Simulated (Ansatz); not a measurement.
Reaction (isomerisation): `C[SiH]1N=C[Se]1` → `C1=N[SiH2]C[Se]1`

Computed with Ansatz on PBE0-D4/def2-TZVP structures; ΔE is electronic, products minus reactants. CCSD(T)/CBS is the MP2 limit (def2-TZVPP, def2-QZVPP) plus CCSD(T) − MP2 in def2-TZVPP, frozen cores. Functionals use def2-TZVPP. B3LYP here is the variant with VWN-RPA as its local correlation; programs differ in this. For Se outer-core shells are correlated without core-valence functions, which leaves a few kJ/mol of doubt a bond. Scalar relativity is left out up to krypton.

| level | ΔE (kJ/mol) | difference from CCSD(T)/CBS |
| --- | --- | --- |
| PBE-D4 | 31.4 | -1.3 |
| r2SCAN-D4 | 32.8 | 0.1 |
| PBE0-D4 | 33.0 | 0.3 |
| B3LYP-D4 | 25.8 | -6.9 |
| ωB97X-V | 30.6 | -2.1 |
| ωB97M-V | 34.7 | 2.0 |
| B2PLYP | 29.8 | -2.9 |
| PBE | 33.5 | 0.8 |
| r2SCAN | 33.1 | 0.4 |
| PBE0 | 34.7 | 2.0 |
| B3LYP | 29.6 | -3.1 |
| HF/def2-TZVPP | 30.0 | -2.7 |
| MP2/def2-TZVPP | 31.9 | -0.8 |
| SCS-MP2/def2-TZVPP | 29.3 | -3.4 |
| CCSD/def2-TZVPP | 28.5 | -4.2 |
| CCSD(T)/def2-TZVPP | 28.0 | -4.7 |
| HF/def2-QZVPP | 29.7 | -3.0 |
| MP2/def2-QZVPP | 34.5 | 1.8 |
| SCS-MP2/def2-QZVPP | 31.6 | -1.1 |
| HF/CBS(def2) | 29.6 | -3.1 |
| MP2/CBS(def2) | 36.6 | 3.9 |
| CCSD/CBS(def2) | 33.2 | 0.5 |
| CCSD(T)/CBS | 32.7 | 0 |

Largest T1 diagnostic among the species: 0.014.

The D4 term adds −3.7 kJ/mol with B3LYP and −1.7 kJ/mol with PBE0; it sums over pairs of atoms, weighted by their polarisabilities, and B3LYP, whose exchange is more repulsive, gets the larger term.

CCSD(T)/CBS has its own doubt, a few kJ/mol and more with outer-core shells, so smaller differences from it don't rank the levels.
